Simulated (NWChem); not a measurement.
System: C$_{4}$H$_{4}$O$_{2}$; SMILES Oc1ccco1

Here is an NWChem input.

```
start job
memory heap 200 mb stack 900 mb global 1100 mb
geometry units angstroms noautoz
  O     -0.103402     1.992523     0.000000
  C      0.074405     0.671603     0.000000
  C      1.167888    -0.148802     0.000000
  C      0.629072    -1.479144     0.000000
  C     -0.722542    -1.347830     0.000000
  O     -1.060784    -0.027300     0.000000
  H      0.759545     2.418783     0.000000
  H      2.213307     0.150277     0.000000
  H      1.188087    -2.412600     0.000000
  H     -1.550054    -2.050475     0.000000
end
basis spherical
  * library def2-svp
end
dft
  xc pw6b95
  iterations 150
  mulliken
end
task dft energy
```

NWChem printed, in part:

```
             Northwest Computational Chemistry Package (NWChem) 7.3.0
             --------------------------------------------------------

 CS  symmetry detected

                             Geometry "geometry" -> ""
                             -------------------------

 Output coordinates in angstroms (scale by  1.889725989 to convert to a.u.)

  No.       Tag          Charge          X              Y              Z
 ---- ---------------- ---------- -------------- -------------- --------------
    1 O                    8.0000    -0.07599280     1.99392350     0.00000000
    2 C                    6.0000     0.08076171     0.67034011     0.00000000
    3 C                    6.0000     1.16104471    -0.16736991     0.00000000
    4 C                    6.0000     0.60111705    -1.48896498     0.00000000
    5 C                    6.0000    -0.74823504    -1.33614900     0.00000000
    6 O                    8.0000    -1.06541042    -0.01040132     0.00000000
    7 H                    1.0000     0.79363118     2.40639077     0.00000000
    8 H                    1.0000     2.21109276     0.11502740     0.00000000
    9 H                    1.0000     1.14519994    -2.43120257     0.00000000
   10 H                    1.0000    -1.58682874    -2.02553039     0.00000000

 Effective nuclear repulsion energy (a.u.)     225.5365380484

      Symmetry information
      --------------------

 Group name             Cs
 Group number              2
 Group order               2
 No. of unique centers    10

                                 NWChem DFT Module
                                 -----------------

 Summary of "ao basis" -> "ao basis" (spherical)
 ------------------------------------------------------------------------------
       Tag                 Description            Shells   Functions and Types
 ---------------- ------------------------------  ------  ---------------------
 O                          def2-svp                 6       14   3s2p1d
 C                          def2-svp                 6       14   3s2p1d
 H                          def2-svp                 3        5   2s1p

      Symmetry analysis of basis
      --------------------------

        a'         76
        a"         28

            General Information
            -------------------
          SCF calculation type: DFT
          Wavefunction type:  closed shell.
          No. of atoms     :    10
          No. of electrons :    44
           Alpha electrons :    22
            Beta electrons :    22
          Charge           :     0
          Spin multiplicity:     1
          Use of symmetry is: on ; symmetry adaption is: on
          Maximum number of iterations: 150
          AO basis - number of functions:   104
                     number of shells:    48
          Convergence on energy requested:  1.00D-06
          Convergence on density requested:  1.00D-05
          Convergence on gradient requested:  5.00D-04

              XC Information
              --------------
                       PW6B95 Method XC Functional
                     Hartree-Fock (Exact) Exchange  0.280
                    PW6B95 GGA Exchange Functional  0.720
                      PW6B95 Correlation Potential  1.000

             Grid Information
             ----------------
          Grid used for XC integration:  medium
          Radial quadrature: Mura-Knowles
          Angular quadrature: Lebedev.
          Tag              B.-S. Rad. Rad. Pts. Rad. Cut. Ang. Pts.
          ---              ---------- --------- --------- ---------
          O                   0.60       49          12.0       434
          C                   0.70       49          11.0       434
          H                   0.35       45          12.0       434
          Grid pruning is: on
          Number of quadrature shells:   474
          Spatial weights used:  Erf1

      Superposition of Atomic Density Guess
      -------------------------------------

 Sum of atomic energies:        -301.87866589

      Non-variational initial energy
      ------------------------------

 Total energy =    -305.670277
 1-e energy   =    -857.299889
 2-e energy   =     326.093074
 HOMO         =      -0.202499
 LUMO         =       0.055743

      Symmetry analysis of molecular orbitals - initial
      -------------------------------------------------

  Numbering of irreducible representations:

     1 a'          2 a"

  Orbital symmetries:

     1 a'          2 a'          3 a'          4 a'          5 a'
     6 a'          7 a'          8 a'          9 a'         10 a'
    11 a'         12 a'         13 a'         14 a"         15 a'
    16 a'         17 a"         18 a'         19 a'         20 a'
    21 a"         22 a"         23 a"         24 a'         25 a"
    26 a'         27 a'         28 a'         29 a'         30 a'
    31 a'         32 a'

     ---------------------------------------------
      Total Density - Mulliken Population Analysis
     ---------------------------------------------

    Atom       Charge   Shell Charges
 -----------   ------   -------------------------------------------------------
    1 O    8     8.46   1.99  1.09  0.61  2.98  1.78  0.01
    2 C    6     5.29   1.99  0.89  0.14  1.61  0.55  0.11
    3 C    6     6.42   1.99  0.97  0.36  2.12  0.94  0.03
    4 C    6     6.22   1.99  0.97  0.30  2.04  0.88  0.04
    5 C    6     5.82   1.99  0.94  0.30  1.83  0.70  0.06
    6 O    8     8.40   1.99  1.09  0.65  2.90  1.76  0.02
    7 H    1     0.66   0.53  0.07  0.06
    8 H    1     0.91   0.66  0.22  0.03
    9 H    1     0.90   0.66  0.21  0.03
   10 H    1     0.92   0.67  0.22  0.02

[...]
```

Level: PW6B95/def2-SVP. Geometry: optimised at PBE0/def2-SVP.
